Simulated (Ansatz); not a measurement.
Other settings, tried on SeO₂F₂.

```yaml
crystal:
  periodic: [false, false, false]
  atoms:
    - {symbol: Se, position_ang: [0.160502, -0.000690, 0.111907]}
    - {symbol: O, position_ang: [-0.079697, -0.019218, 1.678485]}
    - {symbol: O, position_ang: [1.547472, 0.012941, -0.655117]}
    - {symbol: F, position_ang: [-0.818632, 1.260374, -0.553466]}
    - {symbol: F, position_ang: [-0.809635, -1.253407, -0.581809]}
basis:
  gaussian: {orbitals: ANO-RCC-VTZP}
hamiltonian: {xc: {name: rPW86-PBE}}
scf: {lower_state_search: light}
```

```sh
$ ansatz run in.yaml --threads 4 --pin off --events-out ev --progress --plain --max-ram 3916MiB
```

Output, abridged:

```
Functional definition: rPW86-PBE
1276 factors; their error is unknown
mean field evaluation 1: about -75682.8241 eV, gradient 1.0e2 eV
mean field evaluation 2: about -75568.4319 eV, gradient 2.5e2 eV
mean field evaluation 4: about -75698.8144 eV, gradient 2.8e1 eV
mean field evaluation 8: about -75699.9527 eV, gradient 3.2e-1 eV
mean field evaluation 16: about -75699.9118 eV, gradient 5.5e-5 eV
mean field -75699.91182636 eV, -2781.9204483757 hartree, gradient 5.5e-5 eV, S^2 0.000000; 0 other end points of the search recorded, 0 dependent functions left out
reference -75699.91196653 eV, -2781.9204535266 hartree; 34, 34 occupied and 129, 129 virtual orbitals, 1276 factors
Total energy: -75699.91196653 eV, -2781.9204535266 hartree
Relativity: scalar
```

Hardware: 4 threads of AMD EPYC 7B13 on a shared host. Wall time 2.7 s.

DK, ANO-RCC and x2c sets are all-electron and run with scalar relativity unless a key says otherwise.
